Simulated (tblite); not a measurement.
A structure optimised at GFN2-xTB (Å):
```
atom  x, y, z in Å
C1    -1.744    0.875   -0.067
C2    -0.237    0.736   -0.140
C3     0.490   -0.086    0.953
C4     1.644   -0.238   -0.062
C5     0.365   -0.473   -0.896
C6    -0.111   -1.310    0.280
Cl7    0.328   -2.931    0.590
H8    -2.019    1.590    0.705
H9    -2.196   -0.086    0.166
H10   -2.136    1.227   -1.019
H11    0.230    1.694   -0.372
H12    0.567    0.129    2.011
H13    2.204    0.670   -0.290
H14    2.311   -1.087    0.070
H15    0.300   -0.701   -1.952
```

Doublet state.

Which heavy atoms are bonded, and with what formal order?

C1–C2 1.51 Å (single); C2–C3 1.55 Å (single); C3–C4 1.54 Å (single); C4–C5 1.54 Å (single); C5–C6 1.52 Å (single); C6–Cl7 1.71 Å (single); C2–C5 1.55 Å (single); C3–C6 1.52 Å (single). Bonds to hydrogen (Å): C1–H8 1.09; C1–H9 1.09; C1–H10 1.09; C2–H11 1.09; C3–H12 1.08; C4–H13 1.09; C4–H14 1.09; C5–H15 1.08.

Which species is it?

`C[C@H]1[C@@H]2C[C@H]1[C]2Cl`, C6H8Cl.

Name the point group.

Cs (every atom within 0.08 Å of its image).

Which rings does it hold?

2 independent rings; equal alternatives are all listed: C2–C3–C4–C5 (4 members, 0.31 Å rms from planarity); C2–C3–C6–C5 (4 members, 0.30 Å rms from planarity); C3–C4–C5–C6 (4 members, 0.30 Å rms from planarity).

Describe the place of each heavy atom.

C1: carbon bonded to C and 3 H; C2: carbon bonded to 3 C and H; C3/C5: carbon bonded to 3 C and H; C4: carbon bonded to 2 C and 2 H; C6: carbon bonded to 2 C and Cl; Cl7: chlorine bonded to C.

What is the arrangement about C1?

It has 4 neighbours (C2, H8, H9, H10) and is tetrahedral (angles from 108.5° to 110.2°).

What is the arrangement about C3?

It has 4 neighbours (C2, C4, C6, H12) and has angles from 85.7° to 128.3°.

The numbers are calculated, not measured.
